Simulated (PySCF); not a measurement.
Input file for PySCF: R-HF/3-21G on H5NS (a complex), monomers drawn apart or pushed together.

```python
from pyscf import gto, scf, dft, mp
from pyscf.data.elements import chemcore

mol = gto.M(
    atom='''
    N     0.00620493    0.16351925    0.32505388
    H    -0.77720639   -0.46070694    0.17008968
    H    -0.19302844    1.03169110   -0.15879122
    H     0.82113218   -0.25261076   -0.11110566
    S     0.82016333    0.96490268    4.54200572
    H    -0.15109578    0.15505911    4.99194841
    H     0.54204488    0.69559310    3.24063394
    ''',
    basis='3-21g',
    charge=0, spin=0, verbose=3, max_memory=1800)
mf = scf.RHF(mol)
mf.conv_tol = 1e-8
mf.max_cycle = 100
mf.kernel()
if not mf.converged:
    mf = mf.newton().run(mf.mo_coeff, mf.mo_occ)
```

Program output:

```
converged SCF energy = -452.580735611085
```

Self-consistency was reached.

Cost: about 0.08 core-seconds (a rough figure).
